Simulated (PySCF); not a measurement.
**Basis-set dependence of population analyses: `N#CB(P)P`**

Species: CH₄BNP₂.
Bonds: N1–C2 (triple), C2–B3, B3–P4, B3–P5. Hydrogens: H6, H7 on P4; H8, H9 on P5.

PBE0 throughout (PySCF), one geometry, spherical d and f functions. Geometry: PBE0-D3(BJ)/def2-SVP, one conformer, isolated molecule. Atoms taken as equivalent share a column and are averaged.

Mulliken charges (e):

```
        basis  functions      N1      C2      B3   P4/P5  H6/H7/H8/H9
       STO-3G         37  -0.197  -0.038  -0.050  +0.247       -0.052
        6-31G         61  -0.242  +0.004  -0.084  +0.083       +0.039
     pcSseg-0         61  -0.321  -0.034  +0.130  -0.141       +0.127
       6-31G*         86  -0.291  +0.116  -0.015  -0.042       +0.069
      cc-pVDZ         98  -0.131  -0.040  -0.014  -0.014       +0.054
     def2-SVP         98  -0.043  -0.054  -0.115  +0.033       +0.037
  aug-cc-pVDZ        159  -0.384  +0.101  +0.347  -0.898       +0.433
6-311+G(2d,p)        175  -0.263  +0.054  -0.019  -0.051       +0.082
    def2-TZVP        191  -0.028  -0.149  +0.098  -0.151       +0.096
      cc-pVTZ        214  -0.090  -0.090  +0.058  -0.051       +0.056
     IGLO-III        233  -0.290  +0.038  +0.027  +0.216       -0.052
```

IAO charges (e):

```json
{"basis": "STO-3G", "functions": "37", "N1": "-0.145", "C2": "-0.028", "B3": "-0.218", "P4/P5": "+0.250", "H6/H7/H8/H9": "-0.027"}
{"basis": "6-31G", "functions": "61", "N1": "-0.180", "C2": "+0.032", "B3": "-0.185", "P4/P5": "+0.099", "H6/H7/H8/H9": "+0.034"}
{"basis": "pcSseg-0", "functions": "61", "N1": "-0.180", "C2": "+0.041", "B3": "-0.209", "P4/P5": "+0.087", "H6/H7/H8/H9": "+0.044"}
{"basis": "6-31G*", "functions": "86", "N1": "-0.185", "C2": "+0.037", "B3": "-0.198", "P4/P5": "+0.153", "H6/H7/H8/H9": "+0.010"}
{"basis": "cc-pVDZ", "functions": "98", "N1": "-0.180", "C2": "+0.034", "B3": "-0.200", "P4/P5": "+0.142", "H6/H7/H8/H9": "+0.015"}
{"basis": "def2-SVP", "functions": "98", "N1": "-0.180", "C2": "+0.036", "B3": "-0.209", "P4/P5": "+0.154", "H6/H7/H8/H9": "+0.011"}
{"basis": "aug-cc-pVDZ", "functions": "159", "N1": "-0.197", "C2": "+0.044", "B3": "-0.199", "P4/P5": "+0.138", "H6/H7/H8/H9": "+0.019"}
{"basis": "6-311+G(2d,p)", "functions": "175", "N1": "-0.198", "C2": "+0.045", "B3": "-0.213", "P4/P5": "+0.158", "H6/H7/H8/H9": "+0.012"}
{"basis": "def2-TZVP", "functions": "191", "N1": "-0.196", "C2": "+0.045", "B3": "-0.212", "P4/P5": "+0.160", "H6/H7/H8/H9": "+0.011"}
{"basis": "cc-pVTZ", "functions": "214", "N1": "-0.192", "C2": "+0.043", "B3": "-0.206", "P4/P5": "+0.149", "H6/H7/H8/H9": "+0.014"}
{"basis": "IGLO-III", "functions": "233", "N1": "-0.198", "C2": "+0.045", "B3": "-0.214", "P4/P5": "+0.161", "H6/H7/H8/H9": "+0.011"}
```

Hirshfeld charges (e):

```csv
basis,functions,N1,C2,B3,P4/P5,H6/H7/H8/H9
STO-3G,37,-0.170,-0.046,+0.044,+0.127,-0.020
6-31G,61,-0.180,-0.007,+0.060,+0.036,+0.014
pcSseg-0,61,-0.174,-0.021,+0.042,+0.052,+0.012
6-31G*,86,-0.189,+0.004,+0.070,+0.033,+0.012
cc-pVDZ,98,-0.178,-0.011,+0.057,+0.050,+0.008
def2-SVP,98,-0.184,-0.009,+0.054,+0.055,+0.007
aug-cc-pVDZ,159,-0.194,-0.009,+0.061,+0.054,+0.008
"6-311+G(2d,p)",175,-0.195,-0.009,+0.052,+0.061,+0.008
def2-TZVP,191,-0.193,-0.007,+0.060,+0.053,+0.009
cc-pVTZ,214,-0.190,-0.006,+0.061,+0.051,+0.008
IGLO-III,233,-0.197,-0.015,+0.062,+0.057,+0.009
```

ESP-fitted charges (e):

```
        basis  functions      N1      C2      B3   P4/P5  H6/H7/H8/H9
       STO-3G         37  -0.390  +0.282  +0.091  -0.147       +0.078
        6-31G         61  -0.495  +0.553  -0.116  -0.246       +0.137
     pcSseg-0         61  -0.491  +0.507  -0.021  -0.307       +0.155
       6-31G*         86  -0.453  +0.480  -0.120  -0.166       +0.106
      cc-pVDZ         98  -0.430  +0.445  -0.135  -0.128       +0.094
     def2-SVP         98  -0.444  +0.457  -0.122  -0.144       +0.099
  aug-cc-pVDZ        159  -0.474  +0.489  -0.147  -0.106       +0.086
6-311+G(2d,p)        175  -0.473  +0.493  -0.174  -0.098       +0.088
    def2-TZVP        191  -0.467  +0.481  -0.153  -0.101       +0.085
      cc-pVTZ        214  -0.457  +0.466  -0.141  -0.105       +0.086
     IGLO-III        233  -0.467  +0.479  -0.163  -0.095       +0.085
```

Some averages cover members that differ in this geometry, most widely: H6/H7/H8/H9, ESP-fitted in 6-31G +0.118 to +0.155; H6/H7/H8/H9, ESP-fitted in 6-31G* +0.090 to +0.121; H6/H7/H8/H9, ESP-fitted in pcSseg-0 +0.139 to +0.170; H6/H7/H8/H9, ESP-fitted in 6-311+G(2d,p) +0.073 to +0.101 e.

**Question.** Which scheme is steadiest as the basis changes?

**Answer.** Largest range over the bases for any column: Hirshfeld 0.09 e, IAO 0.16 e, ESP-fitted 0.27 e, Mulliken 1.14 e. Hirshfeld charges move least and Mulliken charges most, counted in e. Without the minimal STO-3G basis the ranges are Hirshfeld 0.03, IAO 0.07, ESP-fitted 0.21, Mulliken 1.11 e.

**Question.** How much do the charges still move between the two largest bases, cc-pVTZ and IGLO-III?

**Answer.** At most, over all atoms: Mulliken 0.267 e, IAO 0.012 e, Hirshfeld 0.009 e, ESP-fitted 0.022 e.

**Question.** What do the same runs give for the total energy, the frontier levels and the dipole moment?

**Answer.** 
| basis | energy (Eh) | HOMO (eV) | LUMO (eV) | μ (D) |
| --- | --- | --- | --- | --- |
| STO-3G | -793.2023 | -4.60 | 0.52 | 3.62 |
| 6-31G | -802.2560 | -7.49 | -2.72 | 3.93 |
| pcSseg-0 | -801.3083 | -7.69 | -2.98 | 4.18 |
| 6-31G* | -802.3509 | -7.53 | -2.76 | 3.63 |
| cc-pVDZ | -802.4065 | -7.53 | -2.75 | 3.53 |
| def2-SVP | -802.0949 | -7.56 | -2.82 | 3.63 |
| aug-cc-pVDZ | -802.4162 | -7.65 | -2.92 | 3.75 |
| 6-311+G(2d,p) | -802.4497 | -7.66 | -2.97 | 3.80 |
| def2-TZVP | -802.4613 | -7.64 | -2.94 | 3.73 |
| cc-pVTZ | -802.4642 | -7.63 | -2.90 | 3.67 |
| IGLO-III | -802.4623 | -7.63 | -2.92 | 3.81 |

The dipole is fixed by the density alone, so its range of 0.65 D shows that the density itself changes with the basis, not only its division among atoms.
